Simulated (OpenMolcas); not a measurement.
## Computed levels of Nb⁺

```yaml
Program: OpenMolcas
Method: "MS-CASPT2, IPEA 0.25 Eh, imaginary shift 0.1 Eh (closed shells correlated: 4s 4p)"
Basis: ANO-RCC-VQZP [8s7p5d3f2g1h]
Scalar_Hamiltonian: DKH2, point nucleus
Active_space: 4 electrons in 11 orbitals (4d 5s 5d)
State_averaging: 2S+1 = 5 even, 15 roots; 2S+1 = 3 even, 45 roots kept (CI in the orbitals of an earlier block); 2S+1 = 1 even, 37 roots kept (CI in the orbitals of an earlier block, 27 in the spin-orbit step)
Spin-orbit_coupling: state interaction with AMFI integrals over the reference wave functions, term energies averaged over their components
```

With spin-orbit coupling, above the lowest level:

```csv
Configuration,Term,J,E (cm-1),Measured (cm-1),Term weight %,Second
4d4,5D,0,0.0,0.0,98,
4d4,5D,1,149,159,99,
4d4,5D,2,420,438,99,
4d4,5D,3,783,801,100,
4d4,5D,4,1217,1225,99,
4d3 5s,5F,1,2240,2357,100,
4d3 5s,5F,2,2500,2629,100,
4d3 5s,5F,3,2900,3030,100,
4d3 5s,5F,4,3430,3543,100,
4d3 5s,5F,5,4070,4146,99,
4d4,3P,0,5700,5562,98,
4d4,3P,1,6230,6192,98,
4d4,3F,2,7000,,88,6 4d3 5s 3F
4d4,3P,2,7300,7261,93,4 3F
4d4,3F,3,7530,,93,4 4d3 5s 3F
4d4,3F,4,8150,,93,4 3G
4d4,3H,4,9810,,95,4 3G
4d4,3H,5,10120,,95,5 3G
4d4,3H,6,10430,,99,
4d4,3G,3,10450,,97,
4d3 5s,5P,1,10670,,98,
4d4,3G,4,10840,,92,4 3H
4d3 5s,5P,2,10890,,94,4 3P
4d4,3G,5,11180,,95,5 3H
4d3 5s,5P,3,11400,,99,
4d3 5s,3F,2,12610,,49,41 1D
4d3 5s,1D,2,12640,,50,40 3F
4d3 5s,3F,3,12980,,84,10 4d4 3D
4d3 5s,3F,4,13320,,81,15 1G
4d4,3D,1,13550,,98,
4d4,3D,2,13720,,88,4 4d3 5s 3F
4d4,3D,3,13850,,89,10 4d3 5s 3F
4d3 5s,3P,2,14760,14661,88,5 1D
4d3 5s,3P,1,14760,14626,97,
4d3 5s,3P,0,14760,14678,100,
```

Against the 15 measured excited levels shown (NIST Handbook of Basic Atomic Spectroscopic Data) the mean absolute deviation is 77 cm-1; the largest miss in energy is 4d4 3P0: computed 5700, measured 5562 cm-1 (+2.5 %), and the largest in proportion 4d4 5D1 (-6.3 %).

Spin-orbit coupling puts the lowest level 815 cm-1 below the lowest spin-free term.

For 5D the intervals divided by the larger J are 149.0, 135.8, 120.8, 108.5 cm-1. Landé's interval rule makes them equal in pure LS coupling; they differ by 31 % of their mean. The multiplet is regular.

Term energies are means over components that CASPT2 splits; among the terms shown or strongly mixed into the levels shown the widest spread is 890 cm-1 (4d3 5s 5F). Some high roots are left out of the spin-orbit mixing, which shifts the levels that they would mix with. Terms from blocks run as CI alone lack orbitals of their own. Active for correlation alone: 5d; no level in the range computed is led by a configuration that fills it, so any true level of that kind is missing. The CASPT2 spread within a term exceeds the gap to the next term for 4d3 5s 3P and 4d3 5s 1G, so the order of their levels is uncertain. Computed and measured levels are paired by configuration, term and J; levels that our copy of the source lacks, or whose pairing is in doubt (as where it misses far off the trend of its configuration), stay unpaired and out of the deviations. Only configurations of the active space appear. The first state left out of the spin-orbit step lies near 19000 cm-1 above the lowest spin-free state of the reference (among the parities and spins computed), and the list stops at four fifths of that energy or lower.

The term weight is that of the spin-free term in the level, not the purity of its configuration.
